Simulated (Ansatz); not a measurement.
One change: `C=C(Cl)I` becomes `C=C(Cl)O[SiH3]`.

Ansatz, PBE0-D4/def2-TZVP geometries, multiplicity 1. Each molecule was computed in one conformer, which needn't be the lowest.

Elements past krypton have def2 core potentials.  Spin–orbit coupling is left out; it splits and shifts lone-pair levels of the heavy atoms by tenths of an eV.

```
                                      property  `C=C(Cl)I`
size of the dipole moment (PBE/def2-TZVPP) / D        1.04
          HOMO–LUMO gap (PBE0/def2-TZVPP) / eV        6.00
           HOMO–LUMO gap (PBE/def2-TZVPP) / eV        3.99
           LUMO energy (B3LYP/def2-TZVPP) / eV       -1.52
         HOMO–LUMO gap (B3LYP/def2-TZVPP) / eV        5.52
         HOMO energy (ωB97M-V/def2-TZVPP) / eV       -9.38
```

(1) Give the same properties after the change, and the shifts. (An estimate is asked.)

## Answers

(1) Computed: 
```csv
property,`C=C(Cl)O[SiH3]`,shift
size of the dipole moment (PBE/def2-TZVPP) / D,0.58,-0.46
HOMO–LUMO gap (PBE0/def2-TZVPP) / eV,7.03,1.03
HOMO–LUMO gap (PBE/def2-TZVPP) / eV,4.94,0.95
LUMO energy (B3LYP/def2-TZVPP) / eV,-0.18,1.34
HOMO–LUMO gap (B3LYP/def2-TZVPP) / eV,6.60,1.08
HOMO energy (ωB97M-V/def2-TZVPP) / eV,-9.21,0.17
```

With PBE0 the HOMO rises by 0.27 eV and the LUMO rises by 1.30 eV, so the gap widens by about 1.03 eV. PBE moves the HOMO by 0.36 eV and ωB97M-V by 0.17 eV. Dipoles are sizes alone; their direction can turn.

B3LYP here is the variant with VWN-RPA as its local correlation; programs differ in this.
